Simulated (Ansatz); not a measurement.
Total energies of the cluster SiGe₂⁻ from Ansatz at r2SCAN-D4/def2-TZVPD, gas phase (1 Eh = 27.2114 eV = 2625.5 kJ/mol). The reference geometry is relaxed at PBE0-D4/def2-TZVPD.

Cartesian coordinates in Å:
```
Si -0.0991 -0.4622 1.1868
Ge -0.8781 -0.5732 -0.9841
Ge 0.9772 1.0354 -0.2027
```

| state | geometry | energy (Eh) |
| --- | --- | --- |
| charge -1 doublet | reference | -4443.49434 |
| charge 0 triplet | reference | -4443.40876 |
| charge -1 quartet | relaxed at PBE0-D4/def2-TZVPD | -4443.44412 |

Work out the vertical ionisation energy to the triplet.

E(charge 0 triplet) − E(charge -1 doublet) = -4443.40876 − (-4443.49434) = 0.08558 Eh = 2.33 eV. For comparison, −ε of the highest occupied level of the spin that leaves is 0.01 eV at this level, 2.32 eV less.

Which of the charge -1 states is lowest, and how far above it are the others?

The doublet. quartet: -4443.44412 − (-4443.49434) = 0.05022 Eh = 131.9 kJ/mol.

At r2SCAN-D4/def2-TZVPD the highest occupied level of the charge -1 quartet lies above zero (up to 1.13 eV). The electron is either unbound and held by the finite basis, or the level is raised by self-interaction error.

The structure comes from a short search, and lower isomers may exist.
